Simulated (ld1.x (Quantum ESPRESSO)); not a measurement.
# What the settings do to the TM semilocal potential of Re (Z = 75)

Base potential:

Re (Z = 75), norm-conserving Troullier–Martins (semilocal form), made with ld1.x (Quantum ESPRESSO) 7.5 (PBEsol, scalar-relativistic). Core [Kr] 4d10 4f14 5s2, reference 5p6 5d5 6s2 6p0. Waves: 6s (bound): rc 2.80 bohr; 5p (bound): rc 1.20 bohr; 5d (bound): rc 1.55 bohr. Local part: the d channel. Core correction: none.

All-electron outer shells of the reference configuration (PBEsol, scalar-relativistic, ld1.x):

```
shell  level (eV)  outermost node (bohr)  outermost maximum (bohr)
   5s      -85.29                   0.52                      0.93
   5p      -47.03                   0.56                      1.06
   4f      -42.34                      –                      0.41
   6s       -5.98                   1.24                      2.57
   5d       -5.40                   0.62                      1.43
   6p       -1.29                   1.48                      3.61
```

Cutoffs, loose and tight: the cutoffs (Ry, on a coarse ladder) from which the occupation-weighted sum of valence levels, in a spherical-Bessel basis at the reference potential, stays within 10 and 1 mRy of its value at 400 Ry. They do not see the model core or the augmentation charge, which bear on the density cutoff. Test errors are all-electron minus pseudo excitation energies from the reference, over the configurations 5p6 5d5 6s1 6p0; 5p6 5d5 6s0 6p0; 5p6 5d4 6s0 6p0; 5p6 5d3 6s0 6p0; 5p6 5d5 6s1 6p1; 5p5 5d5 6s2 6p0; 5p6 5d4 6s2 6p1. A dash means not determined; rows that change the core or the reference have their own tests. The largest error is taken over the tests solved by every variant that gives reliable tests at all: 5p5 5d5 6s2 6p0; 5p6 5d3 6s0 6p0; 5p6 5d4 6s0 6p0; 5p6 5d5 6s0 6p0; 5p6 5d5 6s1 6p0.

A true bound ghost makes a file unfit for plane-wave use even where its test errors are small: the radial tests pick states by their node count and pass the ghost by. Where a test does run into it, the solver fails or the error is huge.

In the semilocal form every listed channel keeps its own potential, so the choice of the local channel does not act on these tests. It acts once the file is put into the separable form.

A semilocal file is local in each channel, so a ghost entry of none says nothing of the separable form that plane-wave codes build from it.

| change | outcome | cutoff, loose | cutoff, tight | bound ghosts | largest test error (meV) |
| --- | --- | --- | --- | --- | --- |
| base | generated | 110 Ry | 160 Ry | none | -103 |
| wave 5d (bound): rc 1.55 bohr becomes 5d (bound): rc 1.02 bohr | generated | 200 Ry | over 300 Ry | none | -69 |
| all radii scaled by about 0.80 (s 2.24, p 0.96, d 1.24 bohr) | generated | 230 Ry | over 300 Ry | none | -102 |
| functional revPBE | generated | 110 Ry | 180 Ry | none | -107 |
| reference 5p6 5d5 6s1.5 6p0.5 | generated | 110 Ry | 180 Ry | none | -45 |
| form changed from semilocal to separable (Kleinman–Bylander), still TM | generated | 110 Ry | 160 Ry | p, s | -263 |
| wave 6s (bound): rc 2.80 bohr becomes 6s (bound): rc 2.22 bohr | generated | 110 Ry | 160 Ry | none | -105 |
| wave 6s (bound): rc 2.80 bohr becomes 6s (bound): rc 3.20 bohr | generated | 110 Ry | 160 Ry | none | -95 |

Problem. What comes out with this change to the base: wave 5p (bound): rc 1.20 bohr becomes 5p (bound): rc 0.86 bohr?

Solution. outcome: generated; cutoff, loose: over 300 Ry; cutoff, tight: over 300 Ry; bound ghosts: none; largest test error (meV): -104.

Problem. What comes out with this change to the base: core [Xe] 4f14, valence charge 7; reference 5d5 6s0 6p0; waves now 6p (bound): rc 2.25 bohr; 5d (bound): rc 2.30 bohr; 6s (bound): rc 1.85 bohr; local potential the s channel?

Solution. outcome: generated; cutoff, loose: 30 Ry; cutoff, tight: 35 Ry; bound ghosts: none; largest test error (meV): +198.
